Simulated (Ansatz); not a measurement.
Calculated with Ansatz (gas phase, PBE0-D4/def2-TZVP geometries, no zero-point term in ΔE). CCSD(T)/CBS adds triple-zeta CCSD(T) − MP2 to the extrapolated MP2 energy (def2 sets, frozen cores). This one scheme is used for every species. Functionals use def2-TZVPP. B3LYP here is the variant with VWN-RPA as its local correlation; programs differ in this. def2 core potentials past Kr. For Sn outer-core shells are correlated without core-valence functions, which leaves a few kJ/mol of doubt a bond. Each species was taken in one conformer, which may not be the lowest.

Reaction (ligand exchange at the Sn–O bond): `[OH][Sn][OH]` + `CNC` → `C[N](C)[Sn][OH]` + H₂O

```json
{"level": "B3LYP-D4", "ΔE (eV)": "0.31"}
{"level": "CCSD(T)/def2-SVP", "ΔE (eV)": "0.23"}
{"level": "CCSD/def2-TZVPP", "ΔE (eV)": "0.32"}
{"level": "MP2/def2-QZVPP", "ΔE (eV)": "0.23"}
```

(1) What does CCSD(T)/CBS give? (Estimate.)

Largest T1 diagnostic among the species: 0.018.

## Answers

(1) Ansatz gave: +0.27 eV. The listed levels differ from it by 0.04, -0.04, 0.05, -0.04 eV.

At CCSD(T), def2-SVP lies −0.04 eV from the extrapolated value and def2-TZVPP −0.00 eV. The D4 term adds −0.13 eV with B3LYP and −0.07 eV with PBE0; it sums over pairs of atoms, weighted by their polarisabilities, and B3LYP, whose exchange is more repulsive, gets the larger term. Leaving LDA and LC-ωPBE aside and taking each functional with its dispersion term where it has one, the values, not all of them listed here, spread over 0.14 eV, from revPBE-D4 to ωB97X-V. LDA lies −0.13 eV from PBE without D4.
